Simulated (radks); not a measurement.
Q: Ru II, 43 electrons, occupied as [Kr] 4d7 (the NIST ground configuration). All-electron calculation, scalar-relativistic Kohn-Sham, r2SCAN, spin-polarised, spherical densities, finite nucleus; open shells are filled with parallel spins first (spin-orbit coupling, left out, can overturn this in heavy ions); meta-GGA in the generalised Kohn-Sham scheme; Fermi nuclear charge, rms radius 4.4809 fm. Program: a radial shooting solver on a logarithmic mesh with Libxc functionals. Some entries of the table are withheld. Estimate them.

| orbital | occ. | eigenvalue (eV) | <r^2> (bohr^2) | <r> (bohr) |
|---|---|---|---|---|
| 1s down | 1 | -21990.27 | 0.001510 | 0.03344 |
| 1s up | 1 | -21990.25 | 0.001510 | 0.03344 |
| 2s up | 1 | -3180.918 | 0.02499 | 0.1456 |
| 2s down | 1 | -3180.331 | 0.02499 | 0.1456 |
| 2p up | 3 | -2846.866 | 0.01970 | 0.1270 |
| 2p down | 3 | -2846.440 | 0.01969 | 0.1270 |
| 3s up | 1 | -571.5364 | 0.1847 | 0.4017 |
| 3s down | 1 | -571.3844 | 0.1847 | 0.4017 |
| 3p up | 3 | -460.8086 | 0.1882 | 0.4024 |
| 3p down | 3 | -460.5962 | 0.1882 | 0.4024 |
| 3d up | 5 | -283.2050 | 0.1767 | (1) |
| 3d down | 5 | -282.7587 | 0.1767 | (2) |
| 4s up | 1 | -86.8159 | 1.193 | 1.026 |
| 4s down | 1 | -84.3899 | 1.183 | 1.022 |
| 4p up | 3 | -56.2401 | (3) | 1.135 |
| 4p down | 3 | -53.6037 | (4) | 1.130 |
| 4d up | 5 | -13.5882 | (5) | 1.609 |
| 4d down | 2 | -10.9679 | (6) | 1.670 |

A: 
(1) 3d up <r> (bohr): 0.3841
(2) 3d down <r> (bohr): 0.3842
(3) 4p up <r^2> (bohr^2): 1.476
(4) 4p down <r^2> (bohr^2): 1.465
(5) 4d up <r^2> (bohr^2): 3.145
(6) 4d down <r^2> (bohr^2): 3.451
